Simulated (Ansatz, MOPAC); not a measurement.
C10H16 rod of 1 cage `C1C2CC3CC1CC(C2)C3`, neutral singlet in the gas phase. 

Cartesian coordinates (Å):
```xyz
26

C     -1.7792     0.0000     0.0000
C     -0.8920    -0.8920    -0.8920
C      0.0000    -1.7792     0.0000
C      0.8920    -0.8920     0.8920
C      0.0000     0.0000     1.7792
C     -0.8920     0.8920     0.8920
C      0.0000     1.7792     0.0000
C      0.8920     0.8920    -0.8920
C      0.0000     0.0000    -1.7792
C      1.7792     0.0000     0.0000
H     -2.4417     0.6313    -0.6313
H     -2.4417    -0.6312     0.6313
H     -1.5336    -1.5336    -1.5336
H      0.6312    -2.4417    -0.6313
H     -0.6313    -2.4417     0.6313
H      1.5336    -1.5336     1.5336
H      0.6313     0.6313     2.4417
H     -0.6313    -0.6313     2.4417
H     -1.5336     1.5336     1.5336
H      0.6313     2.4417     0.6313
H     -0.6312     2.4417    -0.6313
H      1.5336     1.5336    -1.5336
H      0.6312    -0.6313    -2.4417
H     -0.6313     0.6313    -2.4417
H      2.4417     0.6312     0.6312
H      2.4417    -0.6313    -0.6313
```
Charge 0, multiplicity 1.

All levels are single points at this geometry (PBE-D3(BJ)/def2-SVP); Pople sets use spherical d functions. Orbital energies aren't observables, and empty levels follow the basis.

```
level                           HOMO (eV)  LUMO (eV)  gap (eV)  dipole (D)  vertical IE, Delta-SCF (eV)
------------------------------  ---------  ---------  --------  ----------  ---------------------------
PBE-D3(BJ)/def2-SVP in Ansatz       -6.50       0.41      6.91        0.00                         8.95
PBE0-D3(BJ)/def2-SVP in Ansatz      -7.81       1.26      9.07        0.00                         9.49
AM1 in MOPAC                       -10.46       3.61     14.07        0.00                            –
PM3 in MOPAC                       -10.86       3.57     14.42        0.00                            –
PM6 in MOPAC                       -10.16       4.18     14.34        0.00                            –
PM7 in MOPAC                       -10.19       4.07     14.26        0.00                            –
```

Ansatz is a first-principles code.
